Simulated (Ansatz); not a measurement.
C$_{2}$H$_{6}$GaNSi (`N=C=[CH][GaH][SiH3]`), one more setting.

```yaml
crystal:
  periodic: [false, false, false]
  atoms:
    - {symbol: N, position_ang: [0.328807, 1.546886, 2.095744]}
    - {symbol: C, position_ang: [0.608882, 0.330024, 1.930953]}
    - {symbol: C, position_ang: [0.648351, -0.793870, 1.360741]}
    - {symbol: Ga, position_ang: [0.005315, -1.246565, -0.364805]}
    - {symbol: Si, position_ang: [-0.679758, 0.287722, -1.712012]}
    - {symbol: H, position_ang: [0.893164, 2.202803, 1.878223]}
    - {symbol: H, position_ang: [0.984849, -1.551630, 2.170108]}
    - {symbol: H, position_ang: [0.227528, -2.837698, -0.668005]}
    - {symbol: H, position_ang: [-0.227648, 0.196200, -3.341489]}
    - {symbol: H, position_ang: [-2.286725, 0.156019, -2.035365]}
    - {symbol: H, position_ang: [-0.488690, 1.726450, -1.297087]}
basis:
  gaussian: {orbitals: aug-cc-pVDZ}
hamiltonian: {xc: {name: B2PLYP}}
scf: {lower_state_search: off}
```

```sh
$ ansatz run in.yaml --threads 4 --pin off --events-out ev --progress --plain --max-ram 10444MiB
```

Shortened log:

```
Functional definition: B2PLYP
1898 factors; integrals over basis functions are off by at most 7.3e-4 eV
mean field evaluation 1: about -63883.2483 eV, gradient 4.9e1 eV
mean field evaluation 2: about -63883.2804 eV, gradient 4.9e1 eV
mean field evaluation 4: about -63889.0214 eV, gradient 7.2e0 eV
mean field evaluation 8: about -63889.1601 eV, gradient 4.4e-1 eV
mean field evaluation 16: about -63889.1619 eV, gradient 4.4e-4 eV
mean field -63889.16194574 eV, -2347.8833958766 hartree, gradient 1.0e-5 eV, S^2 0.000000; 0 other end points of the search recorded, 0 dependent functions left out
17 core orbitals not correlated: weight in the atoms' cores, before any rotation towards them, 1.000 or more for the frozen orbitals, at most 0.000 for the correlated occupied ones
reference -63889.16219144 eV, -2347.8834049060 hartree; 18, 18 occupied and 151, 151 virtual orbitals, 1898 factors
second order -22.06601597 eV of doubles, -0.00000000 eV of singles
Total energy: -63895.12001576 eV, -2348.1023509111 hartree
Checks for a lower state left out: stability, starts, cluster_reference, orbital_swaps, neighbouring_geometries, increment
```

Run time 1.4 s (4 threads of an AMD EPYC 9R45 on a shared host); peak host memory 0.62 GiB.
